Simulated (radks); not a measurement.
The numbers below are computed, except where a source is named.
Problem. The mean radii <r> (bohr) of the occupied orbitals of an atom or ion are listed with their occupations. Code: a radial shooting solver on a logarithmic mesh with Libxc functionals. Model: scalar-relativistic Kohn-Sham, r2SCAN, spin-polarised, spherical densities, finite nucleus; meta-GGA in the generalised Kohn-Sham scheme; Fermi nuclear charge, rms radius of each element as measured or else 0.836 A^(1/3) + 0.57 fm.

| orbital | occ. | <r> |
|---|---|---|
| 1s down | 1 | 0.03610 |
| 1s up | 1 | 0.03610 |
| 2s up | 1 | 0.1579 |
| 2s down | 1 | 0.1579 |
| 2p up | 3 | 0.1377 |
| 2p down | 3 | 0.1377 |
| 3s up | 1 | 0.4421 |
| 3s down | 1 | 0.4422 |
| 3p up | 3 | 0.4451 |
| 3p down | 3 | 0.4452 |
| 3d up | 5 | 0.4330 |
| 3d down | 5 | 0.4330 |
| 4s up | 1 | 1.171 |
| 4s down | 1 | 1.159 |
| 4p up | 3 | 1.316 |
| 4p down | 3 | 1.296 |
| 4d up | 4 | 2.012 |

Name the element and its charge. Open shells, if any, are filled with parallel spins first.

Solution. Z = 41, niobium, charge +1: Nb+ in [Kr] 4d4. The 1s radius gives Z: for a bare nucleus <r> = (2 gamma + 1)/(2Z) with gamma = sqrt(1 - (Z/c)^2), 0.03547 bohr for Z = 41, and screening makes it slightly larger (0.03610 here). The occupations add up to 40, and the charge is Z minus that.
